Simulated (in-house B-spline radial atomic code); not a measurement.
The numbers below are computed, except where a source is named.
Building a PAW s channel for Cd, r_c = 2.5 bohr

Cd, [Kr] 4d10 5s2, non-relativistic PBE, spherical and spin-unpolarised, from an all-electron radial atomic-structure program (B-spline basis) (atomic units; all potentials screened as in the neutral atom).

Two all-electron partial waves φ1, φ2 are integrated outwards at E1 = ε(5s) = -0.19399 and E2 = E1 + 1 hartree; φ1 is the bound orbital and φ2 has unit norm inside r_c = 2.4956 bohr. Smooth partners are polynomials, r^1(a0 + a1 r² + a2 r⁴ + a3 r⁶), matched to φ and three derivatives at r_c, with no condition on the norm. The local potential is -4.20587 + (1.71926) r² + (-0.287683) r⁴ + (0.0175182) r⁶ inside 2.059 bohr and the all-electron one outside.

```csv
wave,φ(r_c),φ'(r_c),a0,a1,a2,a3
1,0.6332739,-0.01908736,0.2845412,0.02778232,-0.007785612,0.0004064024
2,0.225782,-1.749593,1.3096,-0.2099069,-0.003164769,0.0008731402
```

Inside r_c the overlaps are <φi φj> = [[0.36390, 0.55183], [0.55183, 1.00000]] and, for the smooth waves, [[0.44240, 0.84500], [0.84500, 2.05702]]. With χj = (Ej − T − V_local) applied to smooth wave j, the program's quadrature gives the matrix B_ij = <smooth i, χj> as [[0.35285, 1.35420], [1.06103, 4.18542]].

**Question.** Check the match of the first wave, and find the augmentation charges q_ij.

**Answer.** At r_c the four terms are 0.71010, 0.43181, -0.75365, 0.24501, which sum to 0.6333, φ1(r_c) to rounding. q_ij is the all-electron overlap less the smooth one: [[-0.07850, -0.29317], [-0.29317, -1.05702]]. The smooth first wave has a norm of 0.4424 inside r_c against 0.3639, so q11 is negative and must stay small enough for the overlap operator to be positive.

**Question.** B isn't symmetric. Show that D_ij = B_ij + Ej q_ij is.

**Answer.** Integrating by parts gives B12 − B21 = (E1 − E2) q12: 1.35420 − (1.06103) = 0.29317, and −1 × (-0.29317) = 0.29317. So D12 = 1.35420 + (0.806010)(-0.29317) = 1.11790 and D21 = 1.06103 + (-0.19399)(-0.29317) = 1.11790; D11 = 0.36808, D22 = 3.33345. The projectors, p = (B⁻¹)ᵀ χ, are dual to the smooth waves; det B = 0.04.

Solving (T + V_local + Σ p D p) ψ = E (1 + Σ p q p) ψ in a sphere of 9 bohr, whose wall lifts the free-atom level a little, gives these levels:

```
all-electron  one projector  two projectors
   -0.193506      -0.193506               -
    0.092827       0.081679               -
    0.444401       0.158723               -
    0.955698       0.462604               -
    1.618430       0.978953               -
```

**Question.** What does the second projector gain?

**Answer.** With one projector the errors are 0.00, -11.15 millihartree, and the level at 0.1587 is out of step with the all-electron series: an extra state, or one far too low, so the pairing ends there; skipping it, the next levels are off by +18.2, +23.3 millihartree. With two the overlap operator is not positive, so the set fails. The lowest eigenvalue of the overlap operator is 0.5853 with one and -0.01144 with two projectors. The smooth orbital alone needs a cutoff of 2.69 hartree for 1 millihartree of kinetic energy, against 7.37 for a norm-conserving Troullier-Martins orbital of the same radius, which is no gain while the set fails.
